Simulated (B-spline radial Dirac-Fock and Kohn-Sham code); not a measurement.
How the binding energies of W⁶²⁺ add up

System: tungsten as W⁶²⁺, [Ne] 3s2; nuclear rms radius 5.3658 fm (A = 184).

These are calculated numbers from a B-spline atomic structure program; the model is relaxed Dirac-Fock hole states (ΔSCF) with Breit and QED corrections and a finite nucleus. Electron correlation is not included. Energies are counted from the vacuum level.

All terms are in eV, carry their sign (relaxation lowers the binding energy) and add up to the binding energy; ⟨r⟩ is the mean radius of the orbital in the initial state.

```tsv
subshell	−ε (Koopmans)	relaxation	Breit	QED	binding energy	⟨r⟩ (bohr)
K	75254.1	-26.18	-223.01	-120.46	74884.5	0.018
L1	17191.3	-3.72	-24.81	-18.26	17144.5	0.076
L2	16691.1	-5.74	-41.37	-0.18	16643.8	0.063
L3	15291.9	-4.39	-24.20	-1.96	15261.4	0.070
M1	7008.5	-0.24	-6.29	-5.08	6996.9	0.183
```

For the deepest level, K (1s), the Breit terms make up -0.298 % of the binding energy, QED -0.161 % and orbital relaxation -0.035 %.

Spin-orbit splittings: 2p 1382.4 eV.

Going to the tabulated ground configuration of the next ion removes an electron from M1 (3s), computed at 6996.9 eV. NIST lists 7000 ± 7 eV as the ionisation energy of this species (semi-empirical), +3.06 eV from the computed value, within the stated uncertainty.
